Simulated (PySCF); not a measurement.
The group X on SiH2Cl-X is varied. Isolated molecules, 0 K electronic values unless said otherwise. One relaxed conformer stands for each flexible species; it need not be the lowest. Strings in code marks are SMILES.

These are B3LYP-D3(BJ)/def2-TZVP // PBE0-D4/def2-TZVP (PySCF 2.14.0) values and carry that method's errors. B3LYP has the VWN-RPA correlation part, as in Gaussian. Delta-SCF ions had no search for a lower state. Excitations are Tamm–Dancoff values on a coarser integration grid. The basis has no diffuse functions, so Rydberg states are missing or too high.

A: X = cyclopropyl (`C1C([SiH2]Cl)C1` (Cl–Si–C–C torsion 83°))
B: X = ethyl (`CC[SiH2]Cl` (C–C–Si–Cl torsion 61°))
C: X = methyl (`[SiH2](C)Cl`)
D: X = formyl (`O=C[SiH2]Cl` (O–C–Si–Cl torsion 180°))
E: X = boryl (`B[SiH2]Cl`)
F: X = H (`[SiH3]Cl`)

Task: Which member has the highest T1 excitation (TDA)?

Result: C (7.17 eV); next is B (7.02 eV).
